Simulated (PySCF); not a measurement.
PySCF input file for Si(H)2(OMe)2 (C2H8O2Si), SMILES CO[SiH2]OC, ωB97X-D3(BJ)/def2-SVP. 

```python
import numpy as np
from pyscf import gto, scf, dft
import os
os.environ['JAX_PLATFORMS'] = 'cpu'
from ase import Atoms, units
from ase.calculators.calculator import Calculator, all_changes
from sella import Sella

mol = gto.M(
    atom='''
    Si   -0.09337521   -0.59896429    0.50583172
    O     1.43032233   -0.49039073   -0.00524428
    C     2.24549464    0.63080771   -0.17547214
    O    -0.99125939    0.37031907   -0.44085122
    C    -2.37496466    0.53855685   -0.44051904
    H    -0.26659833   -0.18102276    1.90208626
    H    -0.34021322   -2.01617353    0.29096255
    H     3.15138609    0.31070024   -0.69241982
    H     1.74183875    1.39567480   -0.76937830
    H     2.51748340    1.05702422    0.79345341
    H    -2.73013695    0.86847998    0.53893180
    H    -2.62445698    1.29338062   -1.18750478
    H    -2.87773329   -0.39817775   -0.69306434
    ''',
    basis='def2-SVP',
    charge=0,
    spin=0,
    max_memory=1600,
    verbose=3,
)
mf = dft.RKS(mol, xc='wb97x-d3bj').density_fit(auxbasis='def2-universal-jkfit')
mf.grids.level = 3
mf.conv_tol = 1e-9
mf.max_cycle = 100
mf.kernel()
grad = mf.nuc_grad_method()
grad.grid_response = mol.nao <= 150
scan = grad.as_scanner()
scan.verbose = scan.base.verbose = 0
class SCF(Calculator):
    implemented_properties = ['energy', 'forces']
    def calculate(self, atoms=None, properties=None, system_changes=all_changes):
        super().calculate(atoms, properties, system_changes)
        e, g = scan(mol.set_geom_(self.atoms.positions, unit='Angstrom', inplace=False))
        assert scan.converged
        self.results = {'energy': float(e) * units.Hartree, 'forces': -np.asarray(g) * units.Hartree / units.Bohr}
atoms = Atoms(mol.elements, mol.atom_coords(unit='Angstrom'), calculator=SCF())
conv = Sella(atoms, order=0, internal=True, allow_fragments=True).run(fmax=0.002, steps=150)
mol_eq = mol.set_geom_(atoms.positions, unit='Angstrom', inplace=False)
print(mol_eq.tostring(format='xyz'))
mf.reset(mol_eq)
mf.verbose = 3
mf.kernel()
```

Output:

```
converged SCF energy = -520.844606290792
     Step          Energy         fmax         cmax       rtrust          rho
Sella   0   -14172.903640       1.2292       0.0000       0.1000       1.0000
Sella   1   -14173.014037       1.2292       0.0000       0.1000       1.2076
Sella   2   -14173.036292       0.6238       0.0000       0.1000       1.2735
Sella   3   -14173.043279       0.1480       0.0000       0.1000       1.4373
Sella   4   -14173.048012       0.1461       0.0000       0.1000       1.2729
Sella   5   -14173.049420       0.1229       0.0000       0.1000       1.3313
Sella   6   -14173.050069       0.0689       0.0000       0.1000       1.3601
Sella   7   -14173.050425       0.0415       0.0000       0.1000       1.3918
Sella   8   -14173.050664       0.0337       0.0000       0.1000       1.4246
Sella   9   -14173.050882       0.0314       0.0000       0.1000       1.4844
Sella  10   -14173.051125       0.0399       0.0000       0.1000       1.4082
Sella  11   -14173.051272       0.0366       0.0000       0.1000       1.3153
Sella  12   -14173.051323       0.0214       0.0000       0.1000       1.3502
Sella  13   -14173.051351       0.0137       0.0000       0.1000       1.4681
Sella  14   -14173.051379       0.0156       0.0000       0.1000       1.4673
Sella  15   -14173.051407       0.0112       0.0000       0.1000       1.4607
Sella  16   -14173.051431       0.0103       0.0000       0.1000       1.4036
Sella  17   -14173.051449       0.0105       0.0000       0.1000       1.4092
Sella  18   -14173.051461       0.0107       0.0000       0.1000       1.4174
Sella  19   -14173.051470       0.0084       0.0000       0.1000       1.3903
Sella  20   -14173.051473       0.0061       0.0000       0.1000       1.2552
Sella  21   -14173.051474       0.0027       0.0000       0.1000       1.2186
13
XYZ from PySCF
Si         -0.05378925       -0.76203988        0.40268380
O           1.52694363       -0.58282621       -0.03759491
C           2.15891704        0.67247700       -0.15690601
O          -0.99356347        0.09587458       -0.66363129
C          -2.28838612        0.58175098       -0.41250753
H          -0.30992655       -0.21035456        1.77113326
H          -0.32924151       -2.21950823        0.35603281
H           3.19699793        0.51353408       -0.48650414
H           1.64751802        1.31087266       -0.89809804
H           2.18156016        1.20942841        0.81001669
H          -2.37935108        1.01544998        0.60154040
H          -2.52227605        1.37053277       -1.14468004
H          -3.04761557       -0.21497714       -0.51467319
converged SCF energy = -520.850039075915
```

Self-consistency was reached.
